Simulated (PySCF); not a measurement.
C2H7BO, SMILES B(OC)C. Heavy atoms are numbered as in [BH:1]([CH3:3])[O:7][CH3:8]. Hydrogens are named by the atom that carries them.

Coordinates come from a PBE0-D3(BJ)/def2-SVP optimisation. The values are those of a single conformer.

The numbers are results of PySCF with KT2/pcSseg-1, not measurements.

GIAO shieldings, no solvent; atoms alike by connectivity are averaged. δ = σ(ref) − σ: ¹¹B against BF3 (σ = 89.8 ppm); ¹H against TMS (σ = 31.47 ppm); ¹³C against TMS (σ = 185.1 ppm); ¹⁷O against H2O (σ = 330.4 ppm), references at their B3LYP-D3(BJ)/def2-TZVP geometries, non-relativistic.

Question: Estimate the chemical shifts. (An estimate is asked for; the answer gives what the named calculation found.)

Answer: 
```tsv
nucleus	atoms	count	δ (ppm)
¹¹B	B1 (BH)	1	35.9
¹H	H on B1	1	5.53
¹H	H on C8	3	4.32
¹H	H on C3	3	0.70
¹³C	C8 (CH3)	1	65.3
¹³C	C3 (CH3)	1	8.8
¹⁷O	O7	1	197.8
```
